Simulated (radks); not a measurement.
The numbers below are computed, except where a source is named.
Task: Orbital eigenvalues (eV) of the manganese ion Mn3+, [Ar] 3d4, of relativity; Dirac values are averaged over j with weights 2j + 1. Spin-unpolarised spherical Kohn-Sham, PBE, point nucleus unless stated (finite: rms radius 3.7057 fm), a radial shooting solver on a logarithmic mesh with Libxc functionals. A level marked "c x" has the speed of light scaled by that factor and shares open shells by 2j + 1; other Dirac levels either fill j = l - 1/2 first or share by 2j + 1.

shell  non-rel.
1s      -6410.8
2s      -769.89
2p      -665.20
3s      -120.08
3p      -89.947
3d      -41.442

Give the values at the level "Dirac, c x 2".

Result: 
shell  Dirac, c x 2  change of magnitude (%)
1s          -6424.2                    +0.21
2s          -772.59                    +0.35
2p          -665.67                    +0.07
3s          -120.51                    +0.35
3p          -90.030                    +0.09
3d          -41.382                    -0.15
